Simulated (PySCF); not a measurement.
SiCl3(SeBu), C₄H₉Cl₃SeSi.
SMILES: `CCCC[Se][Si](Cl)(Cl)Cl`

Torsions of this conformer, `[CH3:1][CH2:2][CH2:3][CH2:4][Se:5][Si:6]([Cl:7])([Cl:8])[Cl:9]`: C1–C2–C3–C4 -179°, C2–C3–C4–Se5 57°, C3–C4–Se5–Si6 60°, C4–Se5–Si6–Cl7 -78°.

The closed-shell ground state was solved at several levels (PySCF, density fitting, gas phase). One conformer (not necessarily the lowest) at the PBE0-D3(BJ)/def2-SVP geometry, without solvent, vibrations or thermal averaging. The calculation is non-relativistic and has no spin–orbit coupling, an omission that weighs most on selenium.

```json
{"level": "PBE0/def2-SVPD", "basis functions": "298", "HOMO (eV)": "-7.22", "LUMO (eV)": "-1.02", "gap (eV)": "6.20", "dipole (D)": "2.59"}
{"level": "PBE0/pcSseg-1", "basis functions": "250", "HOMO (eV)": "-7.32", "LUMO (eV)": "-0.91", "gap (eV)": "6.41", "dipole (D)": "2.73"}
```

What might PBE/pcSseg-1 (250 basis functions) give for the same quantities?

HOMO -6.12 eV, LUMO -1.77 eV, gap 4.35 eV, dipole 2.59 D.

Over all these levels, which gives the widest orbital gap and which the narrowest?

PBE0/pcSseg-1 (global hybrid, 25 % exact exchange) has the widest, 6.41 eV, and PBE/pcSseg-1 (GGA) the narrowest, 4.35 eV. The two share the basis. From the narrowest to the widest the HOMO moves by -1.20 eV and the LUMO by +0.86 eV.

How far do the dipole and the HOMO energy spread over the levels?

The dipole runs from 2.59 to 2.73 D (mean 2.64 D) and the HOMO from -7.32 to -6.12 eV.
